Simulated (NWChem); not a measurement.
Molecule: C3H9NSi; SMILES N([SiH3])(C)C=C

```xyz
14

C     -0.7537     2.0404     0.0993
C      0.3489     1.3083    -0.1193
N      0.4666    -0.0849    -0.0845
C      1.8212    -0.6104     0.0927
Si    -0.9398    -1.1275    -0.0142
H     -1.7060     1.6115     0.3993
H     -0.7226     3.1157    -0.0337
H      1.2797     1.8121    -0.3836
H      1.8436    -1.6788    -0.1373
H      2.5153    -0.1048    -0.5915
H      2.1950    -0.4729     1.1178
H     -1.6448    -1.1158     1.3011
H     -1.9189    -0.7118    -1.0509
H     -0.4485    -2.5062    -0.2679
```
Atoms are numbered in this order, from 1.

Results from NWChem. Coordinates come from a B3LYP/6-31G* (spherical d) optimisation. Total energies compare along this basis series because the functional is fixed.

| level | basis functions | energy (Ha) | highest occupied level (eV) | orbital gap (eV) | dipole (D) |
|---|---|---|---|---|---|
| CAM-B3LYP/STO-3G | 38 | -458.3232 | -4.42 | 10.35 | 1.44 |
| CAM-B3LYP/def2-SVP | 119 | -463.6440 | -7.17 | 9.18 | 1.36 |
| CAM-B3LYP/def2-SVPD | 176 | -463.6585 | -7.31 | 8.53 | 1.35 |
| CAM-B3LYP/def2-TZVP | 215 | -463.9460 | -7.30 | (withheld) | 1.37 |

Task: What belongs in the gaps?

Result: 
- CAM-B3LYP/def2-TZVP, orbital gap (eV): 8.85
